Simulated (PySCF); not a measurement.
# Identify the compound

Molecular formula: C$_{8}$H$_{9}$BO$_{2}$. Simulated spectra:

1H NMR (400 MHz, computed): δ 7.42 (m, 1H), 7.09 (m, 1H), 6.88 (m, 1H), 6.86 (m, 1H), 6.86 (m, 1H), 5.11 (br, 1H), 4.20 (s, 3H).

13C{1H} NMR (computed): δ 180.2 (C), 149.9 (CH), 149.6 (CH), 146.0 (CH), 145.0 (C), 133.7 (CH), 132.0 (CH), 64.2 (CH3).

PySCF calculation with geometry: PBE0-D3(BJ)/def2-SVP, shieldings: GIAO KT2/pcSseg-2 and spin–spin couplings from B3LYP/pcJ-1 (spin–dipole term only in couplings to heteroatoms); relativity neglected, single conformer, one averaged value for each set of equivalent atoms, in vacuum.

Scale: 1H (31.18 ppm) and 13C (182.28 ppm) against TMS (reference shieldings calculated alike).

Task: Deduce the structure.

Result: 
1. 8 carbon signals for 8 carbons: no two carbons are equivalent.
2. Carbon types of the structure: 2 × C, 5 × CH, 1 × CH3, leaving 1 H on heteroatoms.
3. δC 180.2: ring carbonyl carbon.
4. δC 149.9, 149.6, 146.0, 133.7, 132.0: unsaturated ring CH.
5. δC 145.0: unsaturated ring carbon.
6. δC 64.2: methyl carbon bonded to O; deshielded by the electronegative neighbour.
7. δH 7.42, 7.09, 6.88, 6.86, 6.86: hydrogen on a unsaturated ring CH.
8. δH 5.11: hydrogen on a boron bonded to C, O.
9. δH 4.20: hydrogen on a methyl carbon bonded to O; its carbon carries O, hence the downfield position.

Structure: `COBc1cccc(=O)cc1`.

The shifts were computed for this structure.

Hydrogens on boron are broadened and split by 11B (spin 3/2, 80 %) and 10B (spin 3). A carbon bonded to boron is broadened by the quadrupolar boron nucleus and is often missing from a measured spectrum. Multiplet labels drop couplings under 1 Hz and merge nearly equal ones. Unscaled 3J(H,H) at this level run about 10 % above measured values. Shifts are as computed. Against solution values, carbons near 30 ppm lie about +3 ppm off and those near 130 ppm about -1 ppm (rms about the fit 2.6 ppm; single classes can miss by 10 ppm). Of 1328 compounds with measured shifts, 309 miss one by over three times the rms of a fit or turn the order of signals round; such compounds aren't used in these exercises. Signals without a measured value on file couldn't be tested in this way.
